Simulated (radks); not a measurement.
Question: These are the eigenvalues of the occupied orbitals of an atom or ion with whole-number occupations (eV). Method: scalar-relativistic Kohn-Sham, PBE, spin-polarised, spherical densities, finite nucleus; Fermi nuclear charge, rms radius of each element as measured or else 0.836 A^(1/3) + 0.57 fm; computed with a radial shooting solver on a logarithmic mesh with Libxc functionals.

1s up: -31633.81
1s down: -31633.72
2s up: -4856.891
2s down: -4856.856
2p up: -4360.858
2p down: -4360.788
3s up: -972.0202
3s down: -971.9454
3p up: -810.7579
3p down: -810.6722
3d up: -566.8950
3d down: -566.8141
4s up: -171.2454
4s down: -171.0614
4p up: -121.2801
4p down: -121.0857
4d up: -48.5747
4d down: -48.2241
5s up: -22.2170
5s down: -20.0217
5p up: -12.5108
7p up: -0.8247

Which element is it, and in what charge state? The configuration may be excited. Open shells, if any, are filled with parallel spins first.

Answer: Z = 52, tellurium, charge 0: Te in [Kr] 4d10 5s2 5p3 7p1. The list shows which subshells hold electrons but not how many an open one holds; the 1s level, -1162.5 hartree, gives Z - s = 48.2 by -(Z - s)^2/2, which with screening and relativity narrows Z to a few neighbours, and the depths of the outer levels then fix element, charge and occupations together.
